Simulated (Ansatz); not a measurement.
Consider the ligand exchange at the Al–O bond: `C[O][Al]([OH])[O]C` + CH₃OH → `C[O][Al]([O]C)[O]C` + H₂O.

Program: Ansatz. Geometries: PBE0-D4/def2-TZVP. ΔE: electronic, gas phase. CCSD(T)/CBS is the MP2 limit (def2-TZVPP, def2-QZVPP) plus CCSD(T) − MP2 in def2-TZVPP, frozen cores. This one scheme is used for every species. Functionals use def2-TZVPP. B3LYP here is the variant with VWN-RPA as its local correlation; programs differ in this. Each species was taken in one conformer, which may not be the lowest.

(1) Is it downhill or uphill in electronic energy at CCSD(T)/CBS, and by how much? (An estimate is asked.)

(2) What do these levels give: PBE-D4, revPBE-D4, r2SCAN-D4, PBE0-D4, B3LYP-D4, r2SCAN, r2SCAN0, CAM-B3LYP, RPA@PBE/def2-TZVPP, MP2/def2-TZVPP, SCS-MP2/def2-QZVPP, MP2/CBS(def2)? (Estimate.)

Largest T1 diagnostic among the species: 0.012.

Answers

(1) The calculation gave: Downhill: ΔE = -3.9 kJ/mol.

(2) The calculation gave: PBE-D4 -1.5, revPBE-D4 -2.6, r2SCAN-D4 -1.8, PBE0-D4 -2.1, B3LYP-D4 -3.5, r2SCAN -1.0, r2SCAN0 -1.2, CAM-B3LYP -0.5, RPA@PBE/def2-TZVPP -3.6, MP2/def2-TZVPP -3.5, SCS-MP2/def2-QZVPP -3.2, MP2/CBS(def2) -4.1 kJ/mol.

The D4 term adds −3.5 kJ/mol with B3LYP and −2.1 kJ/mol with PBE0; it sums over pairs of atoms, weighted by their polarisabilities, and B3LYP, whose exchange is more repulsive, gets the larger term. Leaving LDA and LC-ωPBE aside and taking each functional with its dispersion term where it has one, the values, not all of them listed here, spread over 2.5 kJ/mol, from BHLYP-D4 to B2PLYP.
